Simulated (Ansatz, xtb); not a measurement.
Ranking isomers of C5H7NO2

5 gas-phase structures of C5H7NO2, from a drawn sample of its isomers (lower ones may exist). Each was relaxed with GFN2-xTB; where two conformers were screened, the lower at r2SCAN-D4/def2-SVP//GFN2-xTB is listed:

A. `COc1ncoc1C`, a singlet
B. `COc1cnc(C)o1`, a singlet
C. `COc1ncc(C)o1`, a singlet
D. `COc1coc(C)n1`, a singlet
E. `COc1nc(C)co1`, a singlet

Question: Make a reasoned guess at their ranking by r2SCAN-D4/def2-SVP//GFN2-xTB single-point energy.

Answer: Calculated order at r2SCAN-D4/def2-SVP//GFN2-xTB: C (0.000), E (0.021), D (0.152), B (0.205), A (0.205) eV. Less than 1 kcal/mol parts C and E; B and A, so the order within those pairs means little.

Energies above the lowest of each column, in eV; the last columns are at r2SCAN-D4/def2-SVP geometries:

```csv
structure,GFN2-xTB,HF/STO-3G,r2SCAN-D4/def2-SVP//GFN2-xTB,r2SCAN-D4/def2-SVP,CCSD(T)/def2-SVP + ΔMP2/def2-TZVPP
C,0.000,0.000,0.000,0.000,0.000
E,0.004,0.058,0.021,0.030,0.020
D,0.128,0.147,0.152,0.164,0.192
B,0.234,0.113,0.205,0.200,0.199
A,0.202,0.205,0.205,0.211,0.242
```

Every level run on C puts it lowest or level with the lowest. Flexible structures stand in one conformer each, not always the lowest. ΔMP2 is the change of the MP2 energy from the smaller to the larger basis.

Over these structures GFN2-xTB departs from r2SCAN-D4/def2-SVP//GFN2-xTB by 0.014 eV on average once a common shift is removed. A GFN2-xTB relaxation took about 0.22 s and the r2SCAN-D4/def2-SVP//GFN2-xTB energy about 5.1 s on a shared host (Ansatz 0.2.0, xtb 6.7.1).
